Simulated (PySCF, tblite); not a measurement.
Isomers of C2H9N2Si (doublet state), one GFN2-xTB conformer each. Single-point energies are computed at B3LYP/pcH-1 (PySCF, gas phase, no added dispersion term), electronic only. GFN2-xTB treats the open shell by occupation alone, and not every SCF solution was tested for stability.

```tsv
SMILES	GFN2-xTB relative energy (kJ/mol)
[NH]CCN[SiH3]	75.3
C[N][SiH2]NC	0.0
```

Conformers: `[NH:1][CH2:2][CH2:3][NH:4][SiH3:5]` (doublet state) with H–N1–C2–C3 75°, N1–C2–C3–N4 66°, C2–C3–N4–Si5 82°; `[CH3:1][N:2][SiH2:3][NH:4][CH3:5]` (doublet state) with C1–N2–Si3–N4 179°, N2–Si3–N4–C5 177°.

Q: What does B3LYP/pcH-1 give for the same structures?

A: 
```
       SMILES  B3LYP/pcH-1 E (Eh)  B3LYP/pcH-1 (kJ/mol)  GFN2-xTB (kJ/mol)  point group
 C[N][SiH2]NC          -480.61524                   0.0                0.0            –
[NH]CCN[SiH3]          -480.58967                  67.1               75.3           C1
```

Both levels put the same isomer lowest. 

Q: What happens when harmonic zero-point energies from GFN2-xTB frequencies are added?

A: 
```tsv
SMILES	ZPE (kJ/mol)	electronic (kJ/mol)	with ZPE (kJ/mol)
C[N][SiH2]NC	284.2	0.0	0.0
[NH]CCN[SiH3]	282.2	67.1	65.2
```

The zero-point energies span 2.0 kJ/mol. The order is unchanged.
